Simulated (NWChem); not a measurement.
Species: C2HF2O2, doublet; SMILES O=C(O)[C](F)F

```xyz
7

O      1.1808    -1.3582     0.0236
C      0.1231    -0.7720     0.0499
O     -1.0819    -1.3588     0.1101
C      0.0179     0.6661     0.0500
F      1.0677     1.4163    -0.0828
F     -1.1104     1.3102    -0.0167
H     -0.9173    -2.3133     0.1301
```
Atoms are numbered in this order, from 1.

Computed with NWChem. Spin-unrestricted. Coordinates come from a PBE0/def2-SVP, spin-unrestricted optimisation. No stability test was run on the SCF state. Level: M06-2X/def2-SVP with COSMO at NWChem's default radii, gas-phase geometry; rows give the dielectric constant. Reactions with the solvent are ignored.

For dielectric constant 2.4:

```yaml
electrostatic solvation energy (kcal/mol): -3.9
dipole in solution (D): 1.73
```

Q: What are these values for dielectric constant 37.5?

A: The electrostatic solvation energy (kcal/mol) comes out as -6.8 and the dipole in solution (D) is 1.90.
